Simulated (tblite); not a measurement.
C₂₀H₁₄F₃ (charge +1).
Numbering: `[F:1][C:2]([F:3])([F:4])[c:5]1[cH:6][cH:7][cH:8][cH:9][c:10]1[C+:11]([c:12]1[cH:13][cH:14][cH:15][cH:16][cH:17]1)[c:18]1[cH:19][cH:20][cH:21][cH:22][cH:23]1` (hydrogens: H24 on C6; H25 on C7; H26 on C8; H27 on C9; H28 on C13; H29 on C14; H30 on C15; H31 on C16; H32 on C17; H33 on C19; H34 on C20; H35 on C21; H36 on C22; H37 on C23)

Structure optimised with GFN2-xTB, isolated species.

**Question.** List the bond lengths, angles and torsions at this level.

**Answer.** 
```
                    bond  length (bohr)
                   F1–C2          2.515
            C2–F3, C2–F4          2.543
                   C2–C5          2.856
                   C5–C6          2.618
                   C6–C7          2.622
                   C7–C8          2.619
                   C8–C9          2.611
                  C9–C10          2.646
                 C10–C11          2.753
        C11–C12, C11–C18          2.692
C12–C13 and 3 like bonds          2.670
C13–C14 and 3 like bonds          2.601
C14–C15 and 3 like bonds          2.629
                  C5–C10          2.657
                  C6–H24          2.039
                  C7–H25          2.037
                  C8–H26          2.038
                  C9–H27          2.040
C13–H28 and 3 like bonds          2.040
C14–H29 and 3 like bonds          2.039
        C15–H30, C21–H35          2.039
```

Bonds in one row agree within 0.02 bohr and their mean is given. A selection of angles:
```
      angle  degrees
   F1–C2–F3    106.7
   F1–C2–C5    112.0
   F3–C2–F4    106.3
   F3–C2–C5    112.8
   C2–C5–C6    118.5
  C2–C5–C10    120.9
  C6–C5–C10    120.4
   C5–C6–C7    120.2
   C6–C7–C8    119.9
   C7–C8–C9    120.2
  C8–C9–C10    120.8
 C9–C10–C11    118.7
  C5–C10–C9    118.4
 C5–C10–C11    122.9
C10–C11–C12    119.4
C12–C11–C18    122.0
C11–C12–C13    120.2
C11–C12–C17    121.2
C13–C12–C17    118.6
C12–C13–C14    120.4
C13–C14–C15    120.2
C14–C15–C16    120.2
```

Torsions: F1–C2–C5–C6 -24° (synperiplanar); C9–C10–C11–C12 -125° (anticlinal); C10–C11–C12–C13 28° (synperiplanar); C10–C11–C18–C19 -152° (antiperiplanar). The mirror-image conformer, all signs reversed, is as good.

C13 (aromatic CH carbon) is planar (angles 120.4°, 120.3° and 119.2°, sum 359.9°, 0.02 Å off the plane of its three neighbours). C11 (carbon bonded to 3 C) is planar (angles 122.0°, 119.4° and 118.6°, sum 360.0°, 0.02 Å off the plane of its three neighbours). C12 (substituted aromatic carbon) is planar (angles 121.2°, 120.2° and 118.6°, sum 360.0°, 0.01 Å off the plane of its three neighbours). C14 (aromatic CH carbon) is planar (angles 120.2°, 120.0° and 119.8°, sum 360.0°, 0.00 Å off the plane of its three neighbours). C6 (aromatic CH carbon) is planar (angles 120.2°, 120.2° and 119.5°, sum 360.0°, 0.01 Å off the plane of its three neighbours). The 6-membered ring C5–C6–C7–C8–C9–C10 has internal angles of 118.4° to 120.8° (sum 720°, against 720° for a flat polygon); it is almost planar, 0.01 Å rms from its mean plane, widest ring torsion 3°. The C–C distances run from 1.375 Å (C13–C14, aromatic) to 1.511 Å (C2–C5, drawn single), a spread of 0.136 Å.

Point group: C1 (no symmetry element, even within 0.4 Å). Its GFN2-xTB frequencies are all real (lowest 27 cm⁻¹).

On AMD EPYC 7R43, 2 threads, no GPU, shared host, this took 9.1 s wall, 18 s CPU. These figures are those of the optimisation.

All values are computed, not measured.
